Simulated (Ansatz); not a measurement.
## Molecular dynamics of FH$_{7}$N$_{3}$OTa

The input (input.yaml):

```yaml
crystal:
  periodic: [false, false, false]
  atoms:
    - { symbol: Ta, position_ang: [0.470913, -0.010275, 0.021912] }
    - { symbol: "N", position_ang: [2.50194, 0.319858, 0.312857] }
    - { symbol: H, position_ang: [2.887973, 0.288063, 1.263808] }
    - { symbol: H, position_ang: [3.070858, -0.133734, -0.4212] }
    - { symbol: "N", position_ang: [-0.515493, -0.533639, 1.737403] }
    - { symbol: H, position_ang: [-0.670432, -1.287704, 2.349374] }
    - { symbol: H, position_ang: [-0.408164, 0.293402, 2.437226] }
    - { symbol: "N", position_ang: [-0.085778, 0.475043, -1.844373] }
    - { symbol: H, position_ang: [-0.422884, -0.087096, -2.691785] }
    - { symbol: H, position_ang: [-0.068111, 1.501516, -2.100408] }
    - { symbol: F, position_ang: [0.257704, 1.767579, 0.75554] }
    - { symbol: O, position_ang: [0.301759, -1.861562, -0.473436] }
    - { symbol: H, position_ang: [0.018509, -2.801166, -0.310603] }
basis:
  gaussian: { orbitals: def2-SVP }
hamiltonian:
  xc: pbe
md:
  timestep: 0.5
  n_steps: 250
  ensemble: nvt_nose_hoover
  temperature: 200.0
  initial_velocities: maxwell_boltzmann
  seed: 603419
  nose_hoover: { tau: 20.0, chain_length: 1 }
```

Launched with:

```bash
$ ansatz run input.yaml --threads 4 --pin off --max-ram 5120MiB --backend cpu --events-out ev --progress --plain --runs-dir out
```

It goes on from the last frame of an earlier run, with new velocities.

Output, in part (one step line in 5, the closing report, with atoms numbered from 0):

```
md step     0: t =     0.00 fs  T =   200.0 K  F+E_penalty+E_count = -10888.74821184 eV  E_kin = 0.284372 eV  conserved = -10888.46383984 eV  (33 SCF iters)
md step     5: t =     2.50 fs  T =   319.9 K  F+E_penalty+E_count = -10888.92198239 eV  E_kin = 0.454835 eV  conserved = -10888.46699168 eV  (33 SCF iters)
md step    10: t =     5.00 fs  T =   260.9 K  F+E_penalty+E_count = -10888.84057279 eV  E_kin = 0.371008 eV  conserved = -10888.46305003 eV  (32 SCF iters)
md step    15: t =     7.50 fs  T =   376.5 K  F+E_penalty+E_count = -10889.02218078 eV  E_kin = 0.535324 eV  conserved = -10888.46720716 eV  (32 SCF iters)
md step    20: t =    10.00 fs  T =   276.1 K  F+E_penalty+E_count = -10888.89996880 eV  E_kin = 0.392639 eV  conserved = -10888.46344389 eV  (34 SCF iters)
md step    25: t =    12.50 fs  T =   358.5 K  F+E_penalty+E_count = -10889.05191313 eV  E_kin = 0.509697 eV  conserved = -10888.46729749 eV  (32 SCF iters)
md step    30: t =    15.00 fs  T =   284.8 K  F+E_penalty+E_count = -10888.98362735 eV  E_kin = 0.404924 eV  conserved = -10888.46450256 eV  (31 SCF iters)
md step    35: t =    17.50 fs  T =   305.4 K  F+E_penalty+E_count = -10889.06182407 eV  E_kin = 0.434267 eV  conserved = -10888.46676890 eV  (32 SCF iters)
md step    40: t =    20.00 fs  T =   222.3 K  F+E_penalty+E_count = -10888.98399306 eV  E_kin = 0.316131 eV  conserved = -10888.46519314 eV  (32 SCF iters)
md step    45: t =    22.50 fs  T =   239.8 K  F+E_penalty+E_count = -10889.05386566 eV  E_kin = 0.340935 eV  conserved = -10888.46688695 eV  (31 SCF iters)
md step    50: t =    25.00 fs  T =   211.3 K  F+E_penalty+E_count = -10889.05087907 eV  E_kin = 0.300382 eV  conserved = -10888.46601019 eV  (32 SCF iters)
md step    55: t =    27.50 fs  T =   236.8 K  F+E_penalty+E_count = -10889.13317918 eV  E_kin = 0.336666 eV  conserved = -10888.46708446 eV  (31 SCF iters)
md step    60: t =    30.00 fs  T =   219.2 K  F+E_penalty+E_count = -10889.14937487 eV  E_kin = 0.311710 eV  conserved = -10888.46652896 eV  (32 SCF iters)
md step    65: t =    32.50 fs  T =   208.5 K  F+E_penalty+E_count = -10889.18129403 eV  E_kin = 0.296458 eV  conserved = -10888.46718842 eV  (33 SCF iters)
md step    70: t =    35.00 fs  T =   181.7 K  F+E_penalty+E_count = -10889.17919746 eV  E_kin = 0.258352 eV  conserved = -10888.46723488 eV  (33 SCF iters)
md step    75: t =    37.50 fs  T =   163.5 K  F+E_penalty+E_count = -10889.18931594 eV  E_kin = 0.232431 eV  conserved = -10888.46699735 eV  (34 SCF iters)
md step    80: t =    40.00 fs  T =   178.1 K  F+E_penalty+E_count = -10889.24159338 eV  E_kin = 0.253264 eV  conserved = -10888.46795955 eV  (33 SCF iters)
md step    85: t =    42.50 fs  T =   124.0 K  F+E_penalty+E_count = -10889.19334778 eV  E_kin = 0.176365 eV  conserved = -10888.46693243 eV  (33 SCF iters)
md step    90: t =    45.00 fs  T =   131.0 K  F+E_penalty+E_count = -10889.22460428 eV  E_kin = 0.186255 eV  conserved = -10888.46814301 eV  (33 SCF iters)
md step    95: t =    47.50 fs  T =    95.2 K  F+E_penalty+E_count = -10889.19011524 eV  E_kin = 0.135396 eV  conserved = -10888.46689580 eV  (33 SCF iters)
md step   100: t =    50.00 fs  T =   147.5 K  F+E_penalty+E_count = -10889.28139101 eV  E_kin = 0.209698 eV  conserved = -10888.46847906 eV  (33 SCF iters)
md step   105: t =    52.50 fs  T =   130.0 K  F+E_penalty+E_count = -10889.27157163 eV  E_kin = 0.184860 eV  conserved = -10888.46723215 eV  (33 SCF iters)
md step   110: t =    55.00 fs  T =   159.6 K  F+E_penalty+E_count = -10889.33021451 eV  E_kin = 0.226872 eV  conserved = -10888.46847864 eV  (33 SCF iters)
md step   115: t =    57.50 fs  T =   130.9 K  F+E_penalty+E_count = -10889.30122271 eV  E_kin = 0.186095 eV  conserved = -10888.46740902 eV  (33 SCF iters)
md step   120: t =    60.00 fs  T =   156.0 K  F+E_penalty+E_count = -10889.34959132 eV  E_kin = 0.221844 eV  conserved = -10888.46825623 eV  (33 SCF iters)
md step   125: t =    62.50 fs  T =   149.0 K  F+E_penalty+E_count = -10889.34930105 eV  E_kin = 0.211923 eV  conserved = -10888.46798384 eV  (33 SCF iters)
md step   130: t =    65.00 fs  T =   134.6 K  F+E_penalty+E_count = -10889.33730636 eV  E_kin = 0.191391 eV  conserved = -10888.46801659 eV  (32 SCF iters)
md step   135: t =    67.50 fs  T =   120.2 K  F+E_penalty+E_count = -10889.32193567 eV  E_kin = 0.170922 eV  conserved = -10888.46808673 eV  (33 SCF iters)
md step   140: t =    70.00 fs  T =   105.9 K  F+E_penalty+E_count = -10889.30417987 eV  E_kin = 0.150529 eV  conserved = -10888.46782995 eV  (33 SCF iters)
md step   145: t =    72.50 fs  T =   117.4 K  F+E_penalty+E_count = -10889.32142998 eV  E_kin = 0.166888 eV  conserved = -10888.46832633 eV  (32 SCF iters)
md step   150: t =    75.00 fs  T =   107.2 K  F+E_penalty+E_count = -10889.30473891 eV  E_kin = 0.152475 eV  conserved = -10888.46781360 eV  (32 SCF iters)
md step   155: t =    77.50 fs  T =   121.1 K  F+E_penalty+E_count = -10889.32117861 eV  E_kin = 0.172235 eV  conserved = -10888.46836740 eV  (33 SCF iters)
md step   160: t =    80.00 fs  T =   105.0 K  F+E_penalty+E_count = -10889.29125985 eV  E_kin = 0.149320 eV  conserved = -10888.46752598 eV  (34 SCF iters)
md step   165: t =    82.50 fs  T =   140.2 K  F+E_penalty+E_count = -10889.33316615 eV  E_kin = 0.199311 eV  conserved = -10888.46832183 eV  (32 SCF iters)
md step   170: t =    85.00 fs  T =   142.5 K  F+E_penalty+E_count = -10889.32324441 eV  E_kin = 0.202552 eV  conserved = -10888.46753248 eV  (32 SCF iters)
md step   175: t =    87.50 fs  T =   181.6 K  F+E_penalty+E_count = -10889.36349895 eV  E_kin = 0.258188 eV  conserved = -10888.46837244 eV  (33 SCF iters)
md step   180: t =    90.00 fs  T =   171.8 K  F+E_penalty+E_count = -10889.33043714 eV  E_kin = 0.244284 eV  conserved = -10888.46741381 eV  (32 SCF iters)
md step   185: t =    92.50 fs  T =   202.8 K  F+E_penalty+E_count = -10889.35419194 eV  E_kin = 0.288369 eV  conserved = -10888.46813755 eV  (32 SCF iters)
md step   190: t =    95.00 fs  T =   200.1 K  F+E_penalty+E_count = -10889.32803800 eV  E_kin = 0.284564 eV  conserved = -10888.46722277 eV  (33 SCF iters)
md step   195: t =    97.50 fs  T =   253.8 K  F+E_penalty+E_count = -10889.37988588 eV  E_kin = 0.360857 eV  conserved = -10888.46813116 eV  (32 SCF iters)
md step   200: t =   100.00 fs  T =   255.0 K  F+E_penalty+E_count = -10889.35687241 eV  E_kin = 0.362622 eV  conserved = -10888.46752853 eV  (31 SCF iters)
md step   205: t =   102.50 fs  T =   247.1 K  F+E_penalty+E_count = -10889.32288763 eV  E_kin = 0.351360 eV  conserved = -10888.46745234 eV  (32 SCF iters)
md step   210: t =   105.00 fs  T =   255.7 K  F+E_penalty+E_count = -10889.31754368 eV  E_kin = 0.363640 eV  conserved = -10888.46758077 eV  (31 SCF iters)
md step   215: t =   107.50 fs  T =   263.2 K  F+E_penalty+E_count = -10889.31050477 eV  E_kin = 0.374191 eV  conserved = -10888.46708237 eV  (32 SCF iters)
md step   220: t =   110.00 fs  T =   294.2 K  F+E_penalty+E_count = -10889.34305394 eV  E_kin = 0.418350 eV  conserved = -10888.46826774 eV  (31 SCF iters)
md step   225: t =   112.50 fs  T =   244.1 K  F+E_penalty+E_count = -10889.26195003 eV  E_kin = 0.347133 eV  conserved = -10888.46664708 eV  (32 SCF iters)
md step   230: t =   115.00 fs  T =   277.4 K  F+E_penalty+E_count = -10889.30633928 eV  E_kin = 0.394383 eV  conserved = -10888.46805207 eV  (32 SCF iters)
md step   235: t =   117.50 fs  T =   244.8 K  F+E_penalty+E_count = -10889.25785791 eV  E_kin = 0.348094 eV  conserved = -10888.46650244 eV  (32 SCF iters)
md step   240: t =   120.00 fs  T =   288.1 K  F+E_penalty+E_count = -10889.32419611 eV  E_kin = 0.409609 eV  conserved = -10888.46836120 eV  (32 SCF iters)
md step   245: t =   122.50 fs  T =   233.4 K  F+E_penalty+E_count = -10889.25179221 eV  E_kin = 0.331912 eV  conserved = -10888.46678170 eV  (32 SCF iters)
md step   250: t =   125.00 fs  T =   243.0 K  F+E_penalty+E_count = -10889.27549179 eV  E_kin = 0.345441 eV  conserved = -10888.46798421 eV  (34 SCF iters)
Total energy: -10889.27555978 eV, -400.1734958057 hartree
Atom 0 at     0.491289    -0.028307     0.052999 Å, force    -0.274822    -0.254013    -1.059971 eV/Å
Atom 1 at     2.463611     0.102743     0.358329 Å, force     0.799150     0.167431     0.024234 eV/Å
Atom 2 at     2.967185     0.997694     0.330703 Å, force    -0.155871     0.066957     0.096548 eV/Å
Atom 3 at     3.173450    -0.628533     0.477278 Å, force    -0.217591    -0.134605    -0.054382 eV/Å
Atom 4 at    -0.695295    -0.354588     1.609590 Å, force    -0.178031    -0.941831     0.142353 eV/Å
Atom 5 at    -0.947514    -1.346369     1.790431 Å, force    -0.188825     0.694532     0.217192 eV/Å
Atom 6 at    -1.413906     0.332373     1.869109 Å, force     0.043432    -0.318664     0.198098 eV/Å
Atom 7 at    -0.492296     0.594199    -1.607312 Å, force    -0.351339     1.177959    -0.181533 eV/Å
Atom 8 at    -0.666742     0.161660    -2.530808 Å, force     0.110297     0.100821     0.479557 eV/Å
Atom 9 at    -0.849559     1.593301    -1.602200 Å, force     0.499966    -1.257134    -0.139989 eV/Å
Atom 10 at     0.349260     1.825040     0.524290 Å, force     0.043256     0.143989    -0.101754 eV/Å
Atom 11 at     0.605464    -1.839859    -0.604785 Å, force    -0.158700     1.269019     0.802279 eV/Å
Atom 12 at     0.621058    -2.654272    -1.095245 Å, force     0.029080    -0.714461    -0.422633 eV/Å
Dipole moment:    -0.045374    -0.544970    -0.302613 e Å
```

All steps were run. The conserved energy stayed within 0.36 meV per atom of its start (net change -0.32 meV per atom), so the integration is sound. A run of 0.12 ps of so small a system gives no equilibrium averages.

The same pairs are bonded in the first frame and the last. Pairs count as bonded within 1.25 times the sum of covalent radii (0.12 Å more for H–H).

Last frame:

```xyz
13
Properties=species:S:1:pos:R:3
Ta 0.491 -0.028 0.053
N 2.464 0.103 0.358
H 2.967 0.998 0.331
H 3.173 -0.628 0.477
N -0.695 -0.355 1.610
H -0.948 -1.346 1.790
H -1.414 0.332 1.869
N -0.492 0.594 -1.607
H -0.667 0.162 -2.531
H -0.850 1.593 -1.602
F 0.349 1.825 0.524
O 0.606 -1.840 -0.605
H 0.621 -2.654 -1.095
```

The run took 8 min on 4 threads of Arm Neoverse V1 (shared host), peak memory 0.2 GiB.
